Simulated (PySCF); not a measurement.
CH₂N, SMILES C#[NH+], charge +1. Geometry: PBE0-D3(BJ)/def2-TZVPD. The isomer is the one that the SMILES or the coordinates give; other isomers of the formula were not compared.

The numbers are results of PBE0-D3(BJ)/def2-TZVPD (PySCF), not measurements.

Harmonic wavenumbers (cm⁻¹): 682, 682, 846, 846, 2267, 3322, 3649. Rotational constants (GHz): 37.45 (linear); symmetry number 1.

Task: Work out the zero-point energy and the ideal-gas rigid-rotor harmonic-oscillator thermochemistry at 298.15 K and 1 atm.

Result: ZPE = ½ Σ hcν = ½ × 12293 cm⁻¹ = 17.57 kcal/mol. H − E(el) = 19.88 kcal/mol. Entropy in cal/(mol K): translation 35.93, rotation 12.14, vibration 1.00, total 49.08. G − E(el) = 5.25 kcal/mol. Cp = 9.85 cal/(mol K).
